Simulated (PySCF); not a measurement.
Compound: C₆H₆F₂.
Structure used (PBE0-D3(BJ)/def2-SVP), in Å, numbered top down from 1:
```xyz
14
C6H6F2 angstrom
F      2.8228    0.4020    0.3292
C      1.5082    0.2660    0.1439
C      0.6276    1.1290    0.6625
C     -0.8242    0.9580    0.3453
C     -1.2346   -0.4635   -0.0009
F     -1.4560   -1.1798    1.1688
C     -0.1922   -1.1975   -0.7935
C      1.1038   -0.8686   -0.6707
H      0.9737    1.9843    1.2462
H     -1.0784    1.6090   -0.5136
H     -1.4584    1.2946    1.1802
H     -2.1959   -0.4450   -0.5401
H     -0.4976   -2.0660   -1.3820
H      1.8936   -1.4370   -1.1684
```

Method used: PySCF, TDDFT CAM-B3LYP/def2-SVPD, vertical, gas phase, core orbitals frozen in the response.

Broadening: Gaussians 0.3 eV wide at half height, area fixed by f = 4.319×10⁻⁹ ∫ε dν̃. The width is an assumption, not a result. The curve ends short of the highest state used, and states not computed would add to its high-energy end.

λ (nm), ε (L mol⁻¹ cm⁻¹) and a bar:
```
    168.3       2514 ######
    172.1       3861 #########
    176.0       4554 ###########
    179.8       2744 #######
    183.6       1388 ###
    187.5       1123 ###
    191.3        551 #
    195.2        118 
    199.0         12 
    202.8          1 
    206.7          0 
    210.5          0 
    214.3          0 
    218.2          0 
    222.0          0 
    225.8          0 
    229.7          4 
    233.5         48 
    237.4        371 #
    241.2       1667 ####
    245.0       4802 ############
    248.9       9324 #######################
    252.7      12227 ##############################
    256.5      11430 ############################
    260.4       7733 ###################
    264.2       3969 ##########
    268.0       1574 ####
    271.9        477 #
    275.7        120 
    279.6         24
```

(1) Where are the band maxima, and which computed states make them?

(2) Coming from long wavelengths, where does ε first pass 100 L mol⁻¹ cm⁻¹?

(3) On this curve, what absorbance would a 10⁻⁴ mol/L sample give at 248 nm over a 1 cm path?

Results:

(1) 254 nm (4.88 eV), ε about 12000, made up of S1 (100%); 175 nm (7.07 eV), ε about 4600, made up of S4 (69%), S5 (12%) and S6 (15%) (ε in L mol⁻¹ cm⁻¹; maxima over ε = 5, shares over 10%). The states used: S1 4.89 eV (f 0.138); S2 6.59 eV (f 0.0069); S3 6.72 eV (f 0.0077); S4 7.01 eV (f 0.040); S5 7.19 eV (f 0.0094); S6 7.20 eV (f 0.013); S7 7.31 eV (f 0.011); S8 7.62 eV (f 0.062); S9 7.97 eV (f 0.341).

(2) At about 276 nm (4.49 eV), 0.40 eV below S1.

(3) 248 nm is 4.999 eV, where ε is about 8300 L mol⁻¹ cm⁻¹, so A = ε c l ≈ 0.83 (Beer–Lambert, with the gas-phase spectrum and the assumed width).

The vertical ionisation energy (ΔSCF) is 8.90 eV, 0.94 eV above S9.

On an Arm Neoverse N1 with one thread, shared host, this took 3.5 min and 0.99 GiB of memory at its peak.

One conformer stands for the species.
